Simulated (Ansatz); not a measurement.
One change: `C=C(N)C#N` becomes `C=C(N)[O][GeH3]`.

Ansatz, PBE0-D4/def2-TZVP geometries, multiplicity 1. Each molecule was computed in one conformer, which needn't be the lowest.

Scalar relativity is left out up to krypton.

| property | `C=C(N)C#N` |
| --- | --- |
| LUMO energy (ωB97M-V/def2-TZVPP) / eV | 1.08 |
| LUMO energy (B3LYP/def2-TZVPP) / eV | -1.26 |
| LUMO energy (PBE0/def2-TZVPP) / eV | -1.04 |
| HOMO energy (B3LYP/def2-TZVPP) / eV | -6.75 |
| HOMO energy (ωB97M-V/def2-TZVPP) / eV | -9.14 |
| HOMO–LUMO gap (ωB97M-V/def2-TZVPP) / eV | 10.23 |

Task: Give the same properties after the change, and the shifts. (Best estimate.)

Result: The calculation gave: 
```tsv
property	`C=C(N)[O][GeH3]`	shift
LUMO energy (ωB97M-V/def2-TZVPP) / eV	1.93	0.85
LUMO energy (B3LYP/def2-TZVPP) / eV	-0.05	1.21
LUMO energy (PBE0/def2-TZVPP) / eV	0.21	1.25
HOMO energy (B3LYP/def2-TZVPP) / eV	-5.86	0.89
HOMO energy (ωB97M-V/def2-TZVPP) / eV	-8.27	0.87
HOMO–LUMO gap (ωB97M-V/def2-TZVPP) / eV	10.20	-0.03
```

With PBE0 the HOMO rises by 0.90 eV and the LUMO rises by 1.25 eV, so the gap widens by about 0.35 eV. PBE moves the HOMO by 0.88 eV and ωB97M-V by 0.87 eV.

B3LYP here is the variant with VWN-RPA as its local correlation; programs differ in this.
